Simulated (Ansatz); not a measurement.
`[CH3][Zr]([CH3])([OH])[OH]` and `[CH3][Zr]([CH3])([CH3])[OH]` differ in one atom or group.

Ansatz, PBE0-D4/def2-TZVP geometries, multiplicity 1. Each molecule was computed in one conformer, which needn't be the lowest.

Elements past krypton have def2 core potentials.

```tsv
property	`[CH3][Zr]([CH3])([OH])[OH]`
HOMO–LUMO gap (PBE/def2-TZVPP) / eV	4.41
LUMO energy (ωB97M-V/def2-TZVPP) / eV	0.72
HOMO energy (PBE0/def2-TZVPP) / eV	-7.10
LUMO energy (PBE0/def2-TZVPP) / eV	-0.41
size of the dipole moment (B3LYP/def2-TZVPP) / D	2.36
HOMO–LUMO gap (PBE0/def2-TZVPP) / eV	6.69
```

Question: Give the same properties after the change, and the shifts. (An estimate is asked.)

Answer: Computed: 
```tsv
property	`[CH3][Zr]([CH3])([CH3])[OH]`	shift
HOMO–LUMO gap (PBE/def2-TZVPP) / eV	4.41	0.00
LUMO energy (ωB97M-V/def2-TZVPP) / eV	0.84	0.12
HOMO energy (PBE0/def2-TZVPP) / eV	-7.24	-0.14
LUMO energy (PBE0/def2-TZVPP) / eV	-0.54	-0.13
size of the dipole moment (B3LYP/def2-TZVPP) / D	1.30	-1.06
HOMO–LUMO gap (PBE0/def2-TZVPP) / eV	6.71	0.02
```

The zero-point energy changes by 53.5 kJ/mol with +6 modes. Dipoles are sizes alone; their direction can turn.

Positive LUMOs are unbound, so they and the gaps depend on the basis.

B3LYP here is the variant with VWN-RPA as its local correlation; programs differ in this.
